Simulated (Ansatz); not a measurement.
Spectroscopic constants of TaN, closed-shell singlet (lowest of 2S+1 = 1, 3, 5, 7, 9 at CCSD(T)/def2-TZVPP on PBE0 minima; our sources give no spin for the ground state, which may be another). No spin–orbit coupling.

Seven points along R, fitted to fifth degree in 1/R; most abundant isotopes. Runs in def2 and cc sets follow the lowest solution found near the PBE0 minimum. The singlet is held restricted. HF and MP2 rows in def2 and cc sets belong to the determinant that coupled cluster picked by its CCSD energy.

Correlated levels freeze the inner cores; with def2 sets outer-core shells near the valence are correlated too. CBS(a, b) extrapolates the correlation energy as X⁻³ and adds the Hartree–Fock energy of set b.

The values were computed with Ansatz (a program for electronic structure). Each number belongs to the level named beside it. In def2 rows elements past Kr take small-core potentials, without spin–orbit coupling.

**Question.** What bond length and harmonic frequency does B97M-V/def2-TZVPP give?

**Answer.** r_e = 1.672 Å, ω_e = 1131 cm⁻¹.

**Question.** What bond length and harmonic frequency does MP2/CBS(def2-TZVPP, def2-QZVPP) give?

**Answer.** r_e = 1.711 Å, ω_e = 1002 cm⁻¹.

**Question.** What bond length and harmonic frequency does CCSD(T)/CBS(def2-TZVPP, def2-QZVPP) give?

**Answer.** r_e = 1.686 Å, ω_e = 1079 cm⁻¹.

Doubts at one or more of the structures used: a restricted determinant that unrestricted orbitals would lower (MP2/CBS(def2-TZVPP, def2-QZVPP), CCSD(T)/CBS(def2-TZVPP, def2-QZVPP)).
